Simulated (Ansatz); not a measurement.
Gas-phase reaction R1 → 3 P1 + 2 P2, each structure at its B3LYP-D3(BJ)/def2-TZVP stationary point, reached from a drawn start (curvature not checked).
R1: C3S2 (SMILES S=C=C=C=S), charge 0, multiplicity 1.
P1: C atom, charge 0, multiplicity 3.
P2: S atom, charge 0, multiplicity 3.

P less R. No zero-point or thermal terms; singlets are restricted closed shells; open shells are unrestricted; no spin–orbit coupling.

Correlated levels freeze the cores.

Programs: Ansatz (a quantum-chemistry and plane-wave program) with Gaussian orbitals. All values are computed, each at the level named.

Problem. One of these levels gives 695.58 kcal/mol for the reaction energy. Which?
A. SVWN5/def2-TZVPP
B. CCSD(T)/cc-pV(D+d)Z
C. PBE/def2-TZVPP
D. HF/cc-pV(D+d)Z

Solution. A, SVWN5/def2-TZVPP. The others give 340.30 (HF/cc-pV(D+d)Z), 614.18 (PBE/def2-TZVPP), 505.53 (CCSD(T)/cc-pV(D+d)Z)
